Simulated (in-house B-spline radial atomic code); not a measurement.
Configurations of Ge+, with energies counted from [Ar] 3d10 4s2 4p1. Level of theory: non-relativistic RPBE, spin-polarised, spherical fractional occupations, point nucleus; calculated with an all-electron radial atomic-structure program (B-spline basis). Shells without spins written out take the highest spin.

Occupations are held fixed; configurations that lie above the ionisation limit could autoionise.

```tsv
configuration	E - E(ref) (eV)	highest orbital	its <r> (bohr)
[Ar] 3d10 4s2 5d(1 up, 0 down)	11.543	5d up	9.228
[Ar] 3d9 4s2 4p1 5d1	44.959	5d up	8.594
[Ne] 3s2 3p(2 up, 3 down) 3d10 4s2 4p(0 up, 2 down)	115.88	4p down	2.334
[Ne] 3s2 3p5 3d10 4s2 4p1 5d1	129.9	5d up	8.594
[Ne] 3s2 3p5 3d10 4s2 4p1 5f1	131.68	5f up	14.13
```

Q: Order these further configurations by energy, lowest first.
A. [Ar] 3d9 4s2 4p1 4d1
B. [Ne] 3s2 3p(2 up, 3 down) 3d10 4s2 4p(0 up, 1 down) 5d(1 up, 0 down)
C. [Ar] 3d10 4s2 5s(0 up, 1 down)
D. [Ne] 3s2 3p5 3d10 4s2 4p1 4f1
E. [Ne] 3s2 3p5 3d10 4s2 4p1 4d1

A: C (7.2722 eV), A (41.567 eV), E (126.52 eV), B (130.03 eV), D (130.54 eV).

Q: How far above the reference does [Ar] 3d10 4s1 4p1 5d1 lie?

A: 19.139 eV; its least bound orbital is 5d up with <r> = 8.853 bohr.
